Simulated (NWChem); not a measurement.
System: GeSiNH5, singlet; SMILES [NH2][Ge][SiH3]

Parts of the log:

```
             Northwest Computational Chemistry Package (NWChem) 7.3.0
             --------------------------------------------------------

 CS  symmetry detected

                             Geometry "geometry" -> ""
                             -------------------------

 Output coordinates in angstroms (scale by  1.889725989 to convert to a.u.)

  No.       Tag          Charge          X              Y              Z
 ---- ---------------- ---------- -------------- -------------- --------------
    1 Ge                  32.0000    -0.44883308    -0.65617214     0.00000000
    2 N                    7.0000     1.29943622    -1.14996688     0.00000000
    3 H                    1.0000     1.56744801    -2.12983344     0.00000000
    4 H                    1.0000     2.10887041    -0.53598764     0.00000000
    5 Si                  14.0000     0.07547821     1.76890606     0.00000000
    6 H                    1.0000    -0.51010095     2.44891281     1.20354548
    7 H                    1.0000    -0.51010095     2.44891281    -1.20354548
    8 H                    1.0000     1.55379365     2.05058733     0.00000000

 Effective nuclear repulsion energy (a.u.)     236.7189007206

      Symmetry information
      --------------------

 Group name             Cs
 Group number              2
 Group order               2
 No. of unique centers     7

  pbe96 is a nonlocal functional; adding pw91lda local functional.

                                 NWChem DFT Module
                                 -----------------

 Summary of "ao basis" -> "ao basis" (spherical)
 ------------------------------------------------------------------------------
       Tag                 Description            Shells   Functions and Types
 ---------------- ------------------------------  ------  ---------------------
 Ge                         def2-svp                12       32   5s4p3d
 N                          def2-svp                 6       14   3s2p1d
 H                          def2-svp                 3        5   2s1p
 Si                         def2-svp                 8       18   4s3p1d

      Symmetry analysis of basis
      --------------------------

        a'         62
        a"         27

            General Information
            -------------------
          SCF calculation type: DFT
          Wavefunction type:  closed shell.
          No. of atoms     :     8
          No. of electrons :    58
           Alpha electrons :    29
            Beta electrons :    29
          Charge           :     0
          Spin multiplicity:     1
          Use of symmetry is: on ; symmetry adaption is: on
          Maximum number of iterations: 150
          AO basis - number of functions:    89
                     number of shells:    41
          Convergence on energy requested:  1.00D-06
          Convergence on density requested:  1.00D-05
          Convergence on gradient requested:  5.00D-04

              XC Information
              --------------
          PerdewBurkeErnzerhof Exchange Functional  1.000
            Perdew 1991 LDA Correlation Functional  1.000 local
           PerdewBurkeErnz. Correlation Functional  1.000 non-local

             Grid Information
             ----------------
          Grid used for XC integration:  medium
          Radial quadrature: Mura-Knowles
          Angular quadrature: Lebedev.
          Tag              B.-S. Rad. Rad. Pts. Rad. Cut. Ang. Pts.
          ---              ---------- --------- --------- ---------
          Ge                  1.25      112          10.0       590
          N                   0.65       49          11.0       434
          H                   0.35       45          12.0       434
          Si                  1.10       88          11.0       590
          Grid pruning is: on
          Number of quadrature shells:   429
          Spatial weights used:  Erf1

      Superposition of Atomic Density Guess
      -------------------------------------

 Sum of atomic energies:       -2420.52261133

      Non-variational initial energy
      ------------------------------

 Total energy =   -2421.377622
 1-e energy   =   -3843.194576
 2-e energy   =    1185.098053
 HOMO         =      -0.204739
 LUMO         =      -0.050180

      Symmetry analysis of molecular orbitals - initial
      -------------------------------------------------

  Numbering of irreducible representations:

     1 a'          2 a"

  Orbital symmetries:

     1 a'          2 a'          3 a'          4 a'          5 a'
     6 a"          7 a'          8 a'          9 a'         10 a'
    11 a'         12 a"         13 a'         14 a"         15 a'
    16 a'         17 a'         18 a"         19 a'         20 a"
    21 a'         22 a'         23 a'         24 a'         25 a'
    26 a"         27 a'         28 a"         29 a'         30 a"
    31 a'         32 a'         33 a'         34 a"         35 a'
    36 a'         37 a'         38 a'         39 a'

     ---------------------------------------------
      Total Density - Mulliken Population Analysis
     ---------------------------------------------

    Atom       Charge   Shell Charges
 -----------   ------   -------------------------------------------------------
    1 Ge  32    31.48   2.00  2.00  2.00  1.31  0.56  6.00  5.98  0.79  0.77  8.14  1.80  0.14
    2 N    7     7.78   1.99  1.04  0.47  2.55  1.74  0.01
    3 H    1     0.76   0.60  0.12  0.04
    4 H    1     0.77   0.60  0.13  0.04
    5 Si  14    13.99   2.00  1.99  1.06  0.33  5.94  1.18  1.42  0.09
    6 H    1     1.07   0.69  0.37  0.01
    7 H    1     1.07   0.69  0.37  0.01
    8 H    1     1.07   0.69  0.37  0.01

   convergence    iter        energy       DeltaE   RMS-Dens  Diis-err
 ---------------- ----- ----------------- --------- --------- ---------
 d= 0,ls=0.0,diis     1  -2423.2661964780 -2.66D+03  1.44D-02  4.19D-01
 d= 0,ls=0.0,diis     2  -2423.0220773856  2.44D-01  1.20D-02  1.98D+00
 d= 0,ls=0.0,diis     3  -2423.2918080721 -2.70D-01  2.78D-03  1.91D-01
 d= 0,ls=0.0,diis     4  -2423.3144778224 -2.27D-02  5.96D-04  8.40D-03
 d= 0,ls=0.0,diis     5  -2423.3149547562 -4.77D-04  2.64D-04  4.45D-04
  Resetting Diis
 d= 0,ls=0.0,diis     6  -2423.3149849390 -3.02D-05  1.22D-04  4.55D-05
 d= 0,ls=0.0,diis     7  -2423.3149939249 -8.99D-06  4.84D-05  2.17D-06
 d= 0,ls=0.0,diis     8  -2423.3149921783  1.75D-06  3.00D-05  1.49D-05
 d= 0,ls=0.0,diis     9  -2423.3149942368 -2.06D-06  8.98D-06  2.94D-07
 d= 0,ls=0.0,diis    10  -2423.3149942886 -5.17D-08  1.49D-06  2.02D-08

         Total DFT energy =    -2423.314994288585
      One electron energy =    -3845.059752323285
           Coulomb energy =     1293.137278310514
    Exchange-Corr. energy =     -108.111420996387
 Nuclear repulsion energy =      236.718900720573

 Numeric. integr. density =       57.999963947965

                  Occupations of the irreducible representations
                  ----------------------------------------------

                     irrep           alpha         beta
                     --------     --------     --------
                     a'               22.0         22.0
                     a"                7.0          7.0

                       DFT Final Molecular Orbital Analysis
                       ------------------------------------

 Vector   27  Occ=2.000000D+00  E=-2.853981D-01  Symmetry=a'
              MO Center=  8.4D-02,  7.7D-01, -1.1D-15, r^2= 4.3D+00
   Bfn.  Coefficient  Atom+Function         Bfn.  Coefficient  Atom+Function
  ----- ------------  ---------------      ----- ------------  ---------------
     4      0.345669  1 Ge s                 36     -0.229094  2 N  px
     3     -0.200487  1 Ge s                 35     -0.193096  2 N  s
    85      0.188759  8 H  s                 75     -0.184439  6 H  s
    80     -0.184439  7 H  s                 65     -0.167034  5 Si py
    12     -0.157729  1 Ge px                 5      0.156306  1 Ge s

 Vector   28  Occ=2.000000D+00  E=-2.527842D-01  Symmetry=a"
              MO Center=  1.0D+00, -9.5D-01,  1.7D-15, r^2= 1.9D+00
   Bfn.  Coefficient  Atom+Function         Bfn.  Coefficient  Atom+Function
  ----- ------------  ---------------      ----- ------------  ---------------
    38      0.531411  2 N  pz                41     -0.429584  2 N  pz
    17     -0.181476  1 Ge pz                14     -0.177042  1 Ge pz
    11      0.105170  1 Ge pz                75      0.072379  6 H  s
    80     -0.072379  7 H  s                 76      0.069581  6 H  s
    81     -0.069581  7 H  s                 66      0.049945  5 Si pz

 Vector   29  Occ=2.000000D+00  E=-1.894752D-01  Symmetry=a'
              MO Center= -3.5D-01, -9.0D-02, -8.5D-14, r^2= 3.9D+00
   Bfn.  Coefficient  Atom+Function         Bfn.  Coefficient  Atom+Function
  ----- ------------  ---------------      ----- ------------  ---------------
     4      0.333240  1 Ge s                  5      0.299534  1 Ge s
    13     -0.289450  1 Ge py                68      0.290622  5 Si py
    65      0.252730  5 Si py                16     -0.243410  1 Ge py
     3     -0.195763  1 Ge s                 12     -0.191381  1 Ge px
    59     -0.184038  5 Si s                 15     -0.179548  1 Ge px

 Vector   30  Occ=0.000000D+00  E=-9.684625D-02  Symmetry=a"
              MO Center= -2.2D-01, -5.0D-01, -1.1D-15, r^2= 3.3D+00
   Bfn.  Coefficient  Atom+Function         Bfn.  Coefficient  Atom+Function
  ----- ------------  ---------------      ----- ------------  ---------------
    17      0.610167  1 Ge pz                14      0.435904  1 Ge pz
    41     -0.303792  2 N  pz                38      0.292435  2 N  pz
    11     -0.235767  1 Ge pz                76     -0.147705  6 H  s
    81      0.147705  7 H  s                 69      0.123291  5 Si pz
    75     -0.089025  6 H  s                 80      0.089025  7 H  s

 Vector   31  Occ=0.000000D+00  E=-1.775543D-02  Symmetry=a'
              MO Center=  2.5D-01, -2.5D-01, -2.8D-13, r^2= 5.6D+00
   Bfn.  Coefficient  Atom+Function         Bfn.  Coefficient  Atom+Function
  ----- ------------  ---------------      ----- ------------  ---------------
    35      0.861636  2 N  s                 16      0.635642  1 Ge py
    68      0.467281  5 Si py                86      0.445630  8 H  s
    15     -0.406077  1 Ge px                53     -0.365222  4 H  s
    67     -0.354288  5 Si px                48     -0.312806  3 H  s
    60     -0.305015  5 Si s                 13      0.211832  1 Ge py

 Vector   32  Occ=0.000000D+00  E= 2.029530D-02  Symmetry=a'
              MO Center= -8.8D-02,  9.5D-01,  9.0D-15, r^2= 5.2D+00
   Bfn.  Coefficient  Atom+Function         Bfn.  Coefficient  Atom+Function
  ----- ------------  ---------------      ----- ------------  ---------------
    67      0.912629  5 Si px                68      0.765051  5 Si py
    16      0.754296  1 Ge py                86     -0.679826  8 H  s
     5      0.606328  1 Ge s                 60     -0.495028  5 Si s
     4      0.401038  1 Ge s                 15      0.380713  1 Ge px
    53     -0.355735  4 H  s                 76      0.251352  6 H  s

     ---------------------------------------------
      Total Density - Mulliken Population Analysis
     ---------------------------------------------

    Atom       Charge   Shell Charges
 -----------   ------   -------------------------------------------------------
    1 Ge  32    31.84   2.00  2.00  1.99  1.44  0.44  6.00  5.97  1.06  0.83  8.07  1.82  0.22
    2 N    7     7.30   1.99  1.00  0.44  2.42  1.45  0.01
    3 H    1     0.87   0.71  0.11  0.04
    4 H    1     0.87   0.71  0.12  0.04
    5 Si  14    13.97   2.00  1.98  1.09  0.29  5.92  1.32  1.27  0.10
    6 H    1     1.05   0.72  0.31  0.01
    7 H    1     1.05   0.72  0.31  0.01
    8 H    1     1.07   0.72  0.33  0.01

     -------------------------------------------
      Total Density - Lowdin Population Analysis
     -------------------------------------------

    Atom       Charge   Shell Charges
 -----------   ------   -------------------------------------------------------
    1 Ge  32    31.96   2.00  2.00  1.96  1.06  0.61  5.99  5.81  1.21  1.11  7.78  2.05  0.39
    2 N    7     7.11   1.97  0.72  0.43  2.21  1.75  0.03
    3 H    1     0.93   0.60  0.21  0.12
    4 H    1     0.93   0.60  0.21  0.12
    5 Si  14    13.82   2.00  1.94  0.72  0.38  5.81  1.34  1.46  0.17
    6 H    1     1.08   0.63  0.42  0.03
    7 H    1     1.08   0.63  0.42  0.03
    8 H    1     1.09   0.63  0.43  0.03

     Multipole analysis of the density
     ---------------------------------

     L   x y z        total         alpha         beta         nuclear
     -   - - -        -----         -----         ----         -------
     0   0 0 0     -0.000000    -29.000000    -29.000000     58.000000

     1   1 0 0      0.667107      0.333553      0.333553     -0.000000
     1   0 1 0     -0.599869     -0.299934     -0.299934      0.000000
     1   0 0 1     -0.000000     -0.000000     -0.000000      0.000000

     2   2 0 0    -27.513388    -64.081639    -64.081639    100.649889
     2   1 1 0     -2.739977      3.892898      3.892898    -10.525773
     2   1 0 1      0.000000      0.000000      0.000000      0.000000
     2   0 2 0    -30.390608   -172.079440   -172.079440    313.768273
     2   0 1 1      0.000000      0.000000      0.000000      0.000000
     2   0 0 2    -29.167286    -19.756407    -19.756407     10.345528
```

Level: PBE/def2-SVP. Low-valent species are run as closed-shell singlets; no triplet was tried in these runs. All runs use the structure optimised with PBE0/def2-SVP.

Q: Reconstruct the input file.

A: Several could match; the one computed here: the input that was run:
```
start job
memory heap 200 mb stack 900 mb global 1100 mb
geometry units angstroms noautoz
  Ge    -0.458218    -0.649646    -0.141099
  N      1.271843    -1.176179     0.031906
  H      1.521922    -2.160744     0.039720
  H      2.086951    -0.577657     0.129500
  Si     0.103734     1.764704    -0.036072
  H     -0.594697     2.433189     1.112464
  H     -0.339409     2.477826    -1.280636
  H      1.578231     2.018431     0.125927
end
basis spherical
  * library def2-svp
end
dft
  xc xpbe96 cpbe96
  iterations 150
  mulliken
end
task dft energy
```
